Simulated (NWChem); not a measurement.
System: C₂H₅B; SMILES BC=C

Output (shortened):

```
             Northwest Computational Chemistry Package (NWChem) 7.3.0
             --------------------------------------------------------

 C1  symmetry detected

                             Geometry "geometry" -> ""
                             -------------------------

 Output coordinates in angstroms (scale by  1.889725989 to convert to a.u.)

  No.       Tag          Charge          X              Y              Z
 ---- ---------------- ---------- -------------- -------------- --------------
    1 B                    5.0000     0.20178880     1.35171112     0.00011273
    2 H                    1.0000     1.41226544     1.40193055    -0.00510661
    3 H                    1.0000    -0.43054324     2.38305539     0.00687022
    4 C                    6.0000    -0.48882634    -0.02690242    -0.00108544
    5 C                    6.0000     0.23551868    -1.16237210     0.00045626
    6 H                    1.0000    -1.58218830    -0.11965210    -0.00123245
    7 H                    1.0000    -0.21960801    -2.16007680     0.00204442
    8 H                    1.0000     1.33097609    -1.12816553     0.00063585

 Effective nuclear repulsion energy (a.u.)      57.6863565337

                                 NWChem DFT Module
                                 -----------------

 Summary of "ao basis" -> "ao basis" (spherical)
 ------------------------------------------------------------------------------
       Tag                 Description            Shells   Functions and Types
 ---------------- ------------------------------  ------  ---------------------
 B                         6-311++g**               10       22   5s4p1d
 H                         6-311++g**                5        7   4s1p
 C                         6-311++g**               10       22   5s4p1d

            General Information
            -------------------
          SCF calculation type: DFT
          Wavefunction type:  closed shell.
          No. of atoms     :     8
          No. of electrons :    22
           Alpha electrons :    11
            Beta electrons :    11
          Charge           :     0
          Spin multiplicity:     1
          Use of symmetry is: off; symmetry adaption is: off
          Maximum number of iterations: 150
          AO basis - number of functions:   101
                     number of shells:    55
          Convergence on energy requested:  1.00D-06
          Convergence on density requested:  1.00D-05
          Convergence on gradient requested:  5.00D-04

              XC Information
              --------------
                  TPSS metaGGA Exchange Functional  1.000
             TPSS03 metaGGA Correlation Functional  1.000

             Grid Information
             ----------------
          Grid used for XC integration:  medium
          Radial quadrature: Mura-Knowles
          Angular quadrature: Lebedev.
          Tag              B.-S. Rad. Rad. Pts. Rad. Cut. Ang. Pts.
          ---              ---------- --------- --------- ---------
          B                   0.85       49          14.0       434
          H                   0.35       45          15.0       434
          C                   0.70       49          14.0       434
          Grid pruning is: on
          Number of quadrature shells:   372
          Spatial weights used:  Erf1

      Superposition of Atomic Density Guess
      -------------------------------------

 Sum of atomic energies:        -102.37074283

      Non-variational initial energy
      ------------------------------

 Total energy =    -103.913801
 1-e energy   =    -249.167299
 2-e energy   =      87.567141
 HOMO         =      -0.368831
 LUMO         =      -0.087806

     ---------------------------------------------
      Total Density - Mulliken Population Analysis
     ---------------------------------------------

    Atom       Charge   Shell Charges
 -----------   ------   -------------------------------------------------------
    1 B    5     4.99   1.13  0.86  0.36  0.76  0.83  0.49  0.41  0.08  0.02  0.05
    2 H    1     1.04   0.25  0.56  0.22  0.00  0.01
    3 H    1     1.04   0.25  0.57  0.21  0.00  0.01
    4 C    6     6.18   1.10  0.89  0.60  0.84  1.54  0.49  0.90 -0.16 -0.06  0.04
    5 C    6     6.27   1.10  0.89  0.54  0.83  1.38  0.52  0.85  0.04  0.08  0.04
    6 H    1     0.80   0.24  0.45  0.10 -0.02  0.03
    7 H    1     0.84   0.24  0.45  0.11  0.01  0.02
    8 H    1     0.83   0.24  0.45  0.12  0.00  0.02

   convergence    iter        energy       DeltaE   RMS-Dens  Diis-err
 ---------------- ----- ----------------- --------- --------- ---------
 d= 0,ls=0.0,diis     1   -104.0423126995 -1.62D+02  4.91D-03  2.80D-01
 d= 0,ls=0.0,diis     2   -104.0532372746 -1.09D-02  3.60D-03  1.49D-01
 d= 0,ls=0.0,diis     3   -104.0487591439  4.48D-03  2.13D-03  1.75D-01
 d= 0,ls=0.0,diis     4   -104.0734788306 -2.47D-02  5.02D-04  4.17D-03
 d= 0,ls=0.0,diis     5   -104.0741189273 -6.40D-04  1.26D-04  3.40D-04
  Resetting Diis
 d= 0,ls=0.0,diis     6   -104.0741702985 -5.14D-05  3.13D-05  1.57D-05
 d= 0,ls=0.0,diis     7   -104.0741724926 -2.19D-06  1.78D-05  9.16D-07
 d= 0,ls=0.0,diis     8   -104.0741721591  3.33D-07  1.11D-05  2.94D-06
 d= 0,ls=0.0,diis     9   -104.0741726078 -4.49D-07  2.95D-06  2.86D-07

         Total DFT energy =     -104.074172607844
      One electron energy =     -252.097698519410
           Coulomb energy =      107.091910480878
    Exchange-Corr. energy =      -16.754741103055
 Nuclear repulsion energy =       57.686356533744

 Numeric. integr. density =       21.999995131148

                       DFT Final Molecular Orbital Analysis
                       ------------------------------------

 Vector    9  Occ=2.000000D+00  E=-2.962312D-01
              MO Center= -1.5D-01,  5.1D-01,  1.1D-03, r^2= 3.0D+00
   Bfn.  Coefficient  Atom+Function         Bfn.  Coefficient  Atom+Function
  ----- ------------  ---------------      ----- ------------  ---------------
     8      0.217474  1 B  py                44     -0.204031  4 C  py
    31      0.191127  3 H  s                  4      0.169280  1 B  py
    89     -0.151570  7 H  s                 40     -0.140714  4 C  py
    48     -0.136079  4 C  py                46     -0.123724  4 C  s
    66      0.122913  5 C  py                43     -0.113921  4 C  px

 Vector   10  Occ=2.000000D+00  E=-2.926789D-01
              MO Center=  3.3D-01,  1.3D+00, -5.4D-04, r^2= 2.3D+00
   Bfn.  Coefficient  Atom+Function         Bfn.  Coefficient  Atom+Function
  ----- ------------  ---------------      ----- ------------  ---------------
    24      0.253338  2 H  s                  7      0.222899  1 B  px
    31     -0.187242  3 H  s                  3      0.169819  1 B  px
    23      0.151785  2 H  s                 11      0.144236  1 B  px
    50     -0.136623  4 C  s                 82      0.137214  6 H  s
    25      0.129081  2 H  s                 72      0.124075  5 C  s

 Vector   11  Occ=2.000000D+00  E=-2.723592D-01
              MO Center= -1.2D-01, -4.2D-01, -5.7D-04, r^2= 1.7D+00
   Bfn.  Coefficient  Atom+Function         Bfn.  Coefficient  Atom+Function
  ----- ------------  ---------------      ----- ------------  ---------------
    45      0.276124  4 C  pz                67      0.268340  5 C  pz
    49      0.226677  4 C  pz                71      0.218803  5 C  pz
    41      0.175044  4 C  pz                63      0.170533  5 C  pz
     9      0.102791  1 B  pz                 5      0.064837  1 B  pz
    13      0.055731  1 B  pz                75      0.027682  5 C  pz

 Vector   12  Occ=0.000000D+00  E=-1.067658D-01
              MO Center=  1.3D-01,  3.0D-01, -4.6D-04, r^2= 3.3D+00
   Bfn.  Coefficient  Atom+Function         Bfn.  Coefficient  Atom+Function
  ----- ------------  ---------------      ----- ------------  ---------------
    71     -0.357242  5 C  pz                13      0.324855  1 B  pz
     9      0.289043  1 B  pz                67     -0.267565  5 C  pz
     5      0.179321  1 B  pz                63     -0.171969  5 C  pz
    49      0.169645  4 C  pz                75     -0.166287  5 C  pz
    45      0.111991  4 C  pz                17      0.093689  1 B  pz

 Vector   13  Occ=0.000000D+00  E=-4.031033D-03
              MO Center= -6.9D-01, -1.7D+00,  2.1D-02, r^2= 1.2D+01
   Bfn.  Coefficient  Atom+Function         Bfn.  Coefficient  Atom+Function
  ----- ------------  ---------------      ----- ------------  ---------------
    72      2.574239  5 C  s                 91     -1.741352  7 H  s
    14     -1.177798  1 B  s                 33      0.947250  3 H  s
    98     -0.947194  8 H  s                 84     -0.867878  6 H  s
    15      0.670919  1 B  px                50      0.613063  4 C  s
    52      0.584576  4 C  py                51     -0.513488  4 C  px

 Vector   14  Occ=0.000000D+00  E= 4.040402D-05
              MO Center=  3.1D-01,  4.1D-01, -1.9D-02, r^2= 6.6D+00
   Bfn.  Coefficient  Atom+Function         Bfn.  Coefficient  Atom+Function
  ----- ------------  ---------------      ----- ------------  ---------------
    53      0.843508  4 C  pz                17     -0.662401  1 B  pz
    75     -0.625235  5 C  pz                49      0.477393  4 C  pz
    13     -0.390102  1 B  pz                45      0.271755  4 C  pz
    71     -0.268864  5 C  pz                41      0.176493  4 C  pz
     9     -0.167658  1 B  pz                67     -0.124982  5 C  pz

     ---------------------------------------------
      Total Density - Mulliken Population Analysis
     ---------------------------------------------

    Atom       Charge   Shell Charges
 -----------   ------   -------------------------------------------------------
    1 B    5     5.00   1.13  0.85  0.44  0.68  0.93  0.43  0.40  0.06  0.01  0.06
    2 H    1     1.03   0.26  0.58  0.16  0.01  0.01
    3 H    1     1.06   0.26  0.59  0.15  0.05  0.01
    4 C    6     6.03   1.11  0.88  0.63  0.76  1.47  0.52  0.85 -0.18 -0.06  0.04
    5 C    6     6.35   1.11  0.88  0.62  0.78  1.42  0.50  0.81  0.09  0.10  0.05
    6 H    1     0.83   0.27  0.51  0.05 -0.03  0.02
    7 H    1     0.86   0.27  0.50  0.05  0.01  0.02
    8 H    1     0.84   0.27  0.50  0.06 -0.01  0.02

     -------------------------------------------
      Total Density - Lowdin Population Analysis
     -------------------------------------------

    Atom       Charge   Shell Charges
 -----------   ------   -------------------------------------------------------
    1 B    5     4.94   1.07  0.90  0.42  0.45  1.00  0.26  0.57  0.05  0.08  0.14
    2 H    1     1.02   0.26  0.47  0.22  0.05  0.03
    3 H    1     1.03   0.26  0.47  0.22  0.05  0.03
    4 C    6     6.15   1.05  0.93  0.61  0.50  1.42  0.30  1.00  0.06  0.18  0.10
    5 C    6     5.98   1.05  0.92  0.60  0.52  1.35  0.30  0.93  0.06  0.15  0.10
    6 H    1     0.96   0.27  0.43  0.15  0.03  0.07
    7 H    1     0.96   0.27  0.44  0.15  0.03  0.07
    8 H    1     0.96   0.27  0.43  0.15  0.03  0.07

     Multipole analysis of the density
     ---------------------------------

     L   x y z        total         alpha         beta         nuclear
     -   - - -        -----         -----         ----         -------
     0   0 0 0     -0.000000    -11.000000    -11.000000     22.000000

     1   1 0 0     -0.069829     -0.034915     -0.034915      0.000000
     1   0 1 0     -0.540996     -0.270498     -0.270498     -0.000000
     1   0 0 1      0.000083      0.000041      0.000041      0.000000

     2   2 0 0    -14.843655    -22.550679    -22.550679     30.257703
     2   1 1 0     -0.359614     -0.030095     -0.030095     -0.299423
     2   1 0 1      0.006288      0.010073      0.010073     -0.013858
     2   0 2 0    -15.373609    -62.759720    -62.759720    110.145832
     2   0 1 1     -0.007372     -0.007225     -0.007225      0.007078
     2   0 0 2    -15.572767     -7.786540     -7.786540      0.000313
```

Level: TPSS/6-311++G** (spherical d). Geometry: optimised at PBE0/def2-SVP.

**Question.** Which NWChem input produces such a log?

**Answer.** One answer among several that fit: the input that was run:
```
start job
memory heap 200 mb stack 900 mb global 1100 mb
geometry units angstroms noautoz
  B      0.187413     1.350834     0.000235
  H      1.397697     1.405511    -0.004864
  H     -0.448713     2.379842     0.007070
  C     -0.498121    -0.030313    -0.001211
  C      0.230400    -1.163108     0.000248
  H     -1.591134    -0.127088    -0.001473
  H     -0.221050    -2.162482     0.001661
  H      1.325724    -1.124868     0.000535
end
basis spherical
  B library 6-311++g**
  H library 6-311++g**
  C library 6-311++g**
end
dft
  xc xtpss03 ctpss03
  iterations 150
  mulliken
end
task dft energy
```
